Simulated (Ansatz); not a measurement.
Consider the cleavage of the Ge–Al bond: `[Cl][Al]([Cl])[GeH3]` + `OBF` → `FB[O][GeH3]` + `[Cl][AlH][Cl]`.

Gas-phase electronic energies from Ansatz, PBE0-D4/def2-TZVP geometries. CCSD(T)/CBS adds triple-zeta CCSD(T) − MP2 to the extrapolated MP2 energy (def2 sets, frozen cores). This one scheme is used for every species. DFT in def2-TZVPP. For Ge outer-core shells are correlated without core-valence functions, which leaves a few kJ/mol of doubt a bond. Scalar relativity is left out up to krypton. One conformer a species, not always the lowest.

| level | ΔE (kJ/mol) |
| --- | --- |
| BLYP-D4 | 10.9 |
| B97M-V | -4.1 |
| PBE0 | 21.3 |
| CCSD/CBS(def2) | 8.9 |

Task: What does CCSD(T)/CBS give? (Estimate.)

Result: Computed: +10.6 kJ/mol. The listed levels differ from it by 0.3, -14.7, 10.7, -1.7 kJ/mol.

Largest T1 diagnostic among the species: 0.013.

Leaving LDA and LC-ωPBE aside and taking each functional with its dispersion term where it has one, the values, not all of them listed here, spread over 30.0 kJ/mol, from B97M-V to PBE-D4. At CCSD(T), def2-SVP lies −4.7 kJ/mol from the extrapolated value and def2-TZVPP −4.6 kJ/mol. In def2-TZVPP, CCSD(T) changes the Hartree–Fock value by +20.1 kJ/mol (the triples alone add +1.7 kJ/mol) and MP2 by +16.8 kJ/mol.
